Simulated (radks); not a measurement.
Question: These are the eigenvalues of the occupied orbitals of an atom or ion with whole-number occupations (eV). All-electron calculation, scalar-relativistic Kohn-Sham, PBE, spin-polarised, spherical densities, point nucleus. Program: a radial shooting solver on a logarithmic mesh with Libxc functionals.

orbital  eigenvalue
1s up     -1785.724
1s down   -1785.581
2s up     -139.3107
2s down   -139.1512
2p up      -95.3944
2p down    -95.1836
3s up      -11.3742
3s down     -9.6938
3p up       -4.6208

Which element is it, and in what charge state? The configuration may be excited. Open shells, if any, are filled with parallel spins first.

Answer: Z = 14, silicon, charge 0: Si in [Ne] 3s2 3p2. The list shows which subshells hold electrons but not how many an open one holds; the 1s level, -65.624 hartree, gives Z - s = 11.5 by -(Z - s)^2/2, which with screening and relativity narrows Z to a few neighbours, and the depths of the outer levels then fix element, charge and occupations together.
